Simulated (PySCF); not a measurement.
H$_{3}$IO$_{3}$Si, singlet, geometry from GFN2-xTB (all electrons, no relativity), with bond 8-4 at 1.8 times its length; CASCI(4,5)/STO-3G in PySCF.

The PySCF input:
```python
from pyscf import gto, scf, mcscf
import numpy

mol = gto.M(
    atom='''
O    -0.798556   -1.629242   -1.458867
Si   -1.077721   -0.556351   -0.294339
O    -1.649844   -1.290041    1.016969
O    -2.110722    0.565731   -0.803255
I     1.054884    0.544562    0.288102
H    -0.337041   -2.440379   -1.269570
H    -2.013669   -0.782617    1.735943
H    -1.906122    1.308809   -2.334239
''',
    basis='sto-3g',
    charge=0,
    spin=0,
    verbose=4,
)

mf = scf.RHF(mol)
mf.kernel()
mc = mcscf.CASCI(mf, 5, 4)
mc.fix_spin_(ss=0.0)
mc.kernel()
occ = numpy.linalg.eigvalsh(mc.fcisolver.make_rdm1(mc.ci, mc.ncas, mc.nelecas))[::-1]
ss = mc.fcisolver.spin_square(mc.ci, mc.ncas, mc.nelecas)[0]
print('natural occupations', occ.round(4), ' <S^2>', round(ss, 4))
```

What the program printed (banner, timings and long lists left out):

```
PySCF version 2.14.0

[INPUT] verbose = 4
[INPUT] num. atoms = 8
[INPUT] num. electrons = 94
[INPUT] charge = 0
[INPUT] spin (= nelec alpha-beta = 2S) = 0
[INPUT] symmetry False subgroup None
[INPUT] Mole.unit = angstrom
[INPUT] Symbol           X                Y                Z      unit          X                Y                Z       unit  Magmom
[INPUT]  1 O     -0.798556000000  -1.629242000000  -1.458867000000 AA   -1.509052135128  -3.078821170639  -2.756859082166 Bohr   0.0
[INPUT]  2 Si    -1.077721000000  -0.556351000000  -0.294339000000 AA   -2.036597528692  -1.051351019128  -0.556220097778 Bohr   0.0
[INPUT]  3 O     -1.649844000000  -1.290041000000   1.016969000000 AA   -3.117753308257  -2.437824179460   1.921792887173 Bohr   0.0
[INPUT]  4 O     -2.110722000000   0.565731000000  -0.803255000000 AA   -3.988686505094   1.069076650176  -1.517931958188 Bohr   0.0
[INPUT]  5 I      1.054884000000   0.544562000000   0.288102000000 AA    1.993441853186   1.029073037845   0.544433875939 Bohr   0.0
[INPUT]  6 H     -0.337041000000  -2.440379000000  -1.269570000000 AA   -0.636915182750  -4.611647950140  -2.399139595964 Bohr   0.0
[INPUT]  7 H     -2.013669000000  -0.782617000000   1.735943000000 AA   -3.805282915527  -1.478931790429   3.280456837856 Bohr   0.0
[INPUT]  8 H     -1.906122000000   1.308809000000  -2.334239000000 AA   -3.602048540008   2.473290559366  -4.411072419279 Bohr   0.0

nuclear repulsion = 559.982279065539
number of shells = 28
number of NR pGTOs = 162
number of NR cGTOs = 54
basis = sto-3g
ecp = {}

******** <class 'pyscf.scf.hf.RHF'> ********
method = RHF
initial guess = minao
damping factor = 0
level_shift factor = 0
DIIS = <class 'pyscf.scf.diis.CDIIS'>
diis_start_cycle = 1
diis_space = 8
diis_damp = 0
SCF conv_tol = 1e-09
SCF conv_tol_grad = None
SCF max_cycles = 50
direct_scf = True
direct_scf_tol = 1e-13
Set gradient conv threshold to 3.16228e-05
Initial guess from minao.
init E= -7337.64785431268
  HOMO = -0.575880596503955  LUMO = -0.201947816348923  gap/eV = 10.17523
cycle= 1 E= -7359.181811635  delta_E= -21.5  |g|= 0.698  |ddm|= 3.54
  HOMO = -0.144907001660962  LUMO = 0.11152769755243  gap/eV = 6.97794
cycle= 2 E= -7359.37185612019  delta_E= -0.19  |g|= 0.439  |ddm|= 1.68
  HOMO = -0.233085018453539  LUMO = 0.092449429669337  gap/eV = 8.85824
cycle= 3 E= -7359.44091742431  delta_E= -0.0691  |g|= 0.0788  |ddm|= 0.72
  HOMO = -0.254051695079231  LUMO = 0.137302810891382  gap/eV = 10.64930
cycle= 4 E= -7359.44475927621  delta_E= -0.00384  |g|= 0.0256  |ddm|= 0.173
  HOMO = -0.267039833802016  LUMO = 0.148479508408052  gap/eV = 11.30686
cycle= 5 E= -7359.44518006692  delta_E= -0.000421  |g|= 0.0036  |ddm|= 0.0763
  HOMO = -0.267372319252959  LUMO = 0.148129106913916  gap/eV = 11.30637
cycle= 6 E= -7359.44519260155  delta_E= -1.25e-05  |g|= 0.000958  |ddm|= 0.0129
  HOMO = -0.26752907527378  LUMO = 0.148767552520634  gap/eV = 11.32801
cycle= 7 E= -7359.4451935365  delta_E= -9.35e-07  |g|= 0.00026  |ddm|= 0.00375
  HOMO = -0.267555992449534  LUMO = 0.148819189384963  gap/eV = 11.33015
cycle= 8 E= -7359.44519363106  delta_E= -9.46e-08  |g|= 0.000125  |ddm|= 0.000988
  HOMO = -0.267558635345582  LUMO = 0.14881153659324  gap/eV = 11.33001
cycle= 9 E= -7359.44519365967  delta_E= -2.86e-08  |g|= 7.57e-05  |ddm|= 0.000487
  HOMO = -0.267557386909555  LUMO = 0.148813609949924  gap/eV = 11.33003
cycle= 10 E= -7359.4451936769  delta_E= -1.72e-08  |g|= 2.6e-05  |ddm|= 0.000571
  HOMO = -0.267557896826938  LUMO = 0.148815752717323  gap/eV = 11.33010
cycle= 11 E= -7359.44519367886  delta_E= -1.97e-09  |g|= 8.92e-06  |ddm|= 0.000217
  HOMO = -0.267558472385205  LUMO = 0.148816635810536  gap/eV = 11.33014
cycle= 12 E= -7359.44519367901  delta_E= -1.53e-10  |g|= 4.56e-06  |ddm|= 4.48e-05
  HOMO = -0.267558243399214  LUMO = 0.148816260644215  gap/eV = 11.33013
Extra cycle  E= -7359.44519367905  delta_E= -3.09e-11  |g|= 3.3e-06  |ddm|= 1.3e-05
converged SCF energy = -7359.44519367905

******** <class 'pyscf.mcscf.casci.CASCI'> ********
CAS (2e+2e, 5o), ncore = 45, nvir = 4
natorb = False
canonicalization = True
sorting_mo_energy = False
******** <class 'pyscf.fci.addons.SpinPenaltyFCISolver'> ********
max. cycles = 200
conv_tol = 1e-08
davidson only = True
linear dependence = 1e-12
level shift = 0.001
max iter space = 12
nroots = 1
pspace_size = 400
spin = None
Density matrix diagonal elements [1.99950318e+00 1.99948688e+00 1.25700064e-05 9.78904638e-04
 1.84666688e-05]
CASCI converged
CASCI E = -7359.44564925391  E(CI) = -3.28837814476992  S^2 = 0.0000000
natural occupations [1.9995e+00 1.9995e+00 1.0000e-03 0.0000e+00 0.0000e+00]  <S^2> 0.0
```
